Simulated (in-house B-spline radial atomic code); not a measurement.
Mn. Computed with a B-spline radial atomic code. Model: non-relativistic spherical atom: semilocal Troullier-Martins pseudo-atom, one channel per l, against all electrons, high spin, G0W0 and RPA with empty states to l = 8, local potential for every l without a channel, a model core (radius 0 = none) keeps its share of the functional.

What the tables leave out is listed at the end.

The pseudopotential gives back the lowest level of each angular momentum of its own functional in the configuration it was made in; a second state of the same l is only approximately right. Exact exchange, RPA and GW see the smooth pseudo-orbitals and miss the exchange with the core, for which the functional's share stands in. The column with an uncorrelated core keeps all orbitals and exact exchange, and so separates missing core correlation from pseudisation. Only the three outermost levels and the lowest empty one were computed. RPA here is direct RPA, with no exchange kernel, and its energies carry an (l + 1/2)⁻⁴ tail. A hybrid on a potential with a model core restores only its own semilocal share of the core's exchange.

Command:
```bash
python run_psgw.py task.json out
```
Settings (lengths in bohr, energies in hartree):
```
Z                      25
electrons              25
configuration          [Ar] 3d5 4s2
generated_in           [Ar] 3d5 4s2
functional             pbe,pbe
core_shells            3
radius_factor          1.3
core_correction        True
ion_configuration      [Ar] 3d5 4s1
```

Cost of the run: 31 s on 1 thread of Intel(R) Xeon(R) 6975P-C (Granite Rapids), on a shared host.

Given: made with PBE; model core radius 0.432 bohr; local radius 1.263 bohr; mean-field start PBE.

Valence shells of the generating configuration: 3s, 3p, 3d, 4s.

Channel: s 0.964, p 0.983, d 2.96 (radii in bohr).

Computed: largest level miss in the spin-unpolarised generating configuration 0.088 eV; valence RPA correlation energy pseudo -0.83437 hartree; all-electron RPA polarisability, core included 54.219 bohr³; pseudo-atom RPA polarisability 53.552 bohr³; ionisation by mean-field all-electron 7.1607 eV; ionisation by RPA all-electron 7.779 eV; ionisation by RPA pseudo minus all 0.082 eV.

| level | occupied | mean-field all-electron (eV) | mean-field pseudo minus all (eV) | G0W0 all-electron (eV) | G0W0 uncorrelated core minus all (eV) | G0W0 pseudo minus all (eV) | exchange self-energy all-electron (eV) | exchange self-energy pseudo (eV) |
| --- | --- | --- | --- | --- | --- | --- | --- | --- |
| 4s down | 1 | -4.4174 | -0.003 | -7.3192 | 0.006 | -0.072 | -8.5717 | -8.2114 |

(1) What is the ionisation by mean-field pseudo minus all?

(2) What is the valence RPA correlation energy all-electron orbitals?

Given: mean-field start PBE0.

Computed: valence RPA correlation energy all-electron orbitals -0.88991 hartree; valence RPA correlation energy pseudo -0.78765 hartree; pseudo-atom RPA polarisability 47.043 bohr³; ionisation by mean-field pseudo minus all -0.008 eV; ionisation by RPA all-electron 7.4966 eV; ionisation by RPA pseudo minus all 0.09 eV.

| level | occupied | mean-field all-electron (eV) | mean-field pseudo minus all (eV) | G0W0 all-electron (eV) | G0W0 uncorrelated core minus all (eV) | G0W0 pseudo minus all (eV) | exchange self-energy all-electron (eV) | exchange self-energy pseudo (eV) |
| --- | --- | --- | --- | --- | --- | --- | --- | --- |
| 4s down | 1 | -5.0621 | -0.003 | -7.373 | 0.006 | -0.08 | -8.4204 | -8.0827 |
| 4s up | 1 | -6.0612 | -0.191 | -8.432 | 0.007 | -0.36 | -10.587 | -10.732 |

(3) What is the all-electron RPA polarisability, core included?

(4) What is the ionisation by mean-field all-electron?

Results:

(1) -0.01 eV.

(2) -0.94883 hartree.

(3) 47.858 bohr³.

(4) 7.024 eV.

Among the listed levels the largest G0W0 shift of the pseudo-atom is -0.36 eV, for 4s up on the PBE0 start, while leaving the core uncorrelated moves that level by +0.01 eV. So pseudisation and the lost core exchange, not the missing core correlation, make the error. Not in the tables (levels of low weight, unsolved or above zero; the highest and the empty levels are kept at any weight): on PBE the G0W0 levels 4s up (pseudo minus all -0.33 eV, weights 0.67 and 0.65), 3d up (pseudo minus all +0.63 eV, weights 0.27 and 0.07), 3d down (pseudo minus all +0.47 eV, weights 0.44 and 0.47); on PBE0 the G0W0 levels 3d up (pseudo minus all +0.07 eV, weights 0.60 and 0.54), 3d down (pseudo minus all -0.07 eV, weights 0.68 and 0.75); no Hartree-Fock pseudo-atom is run with a model core.
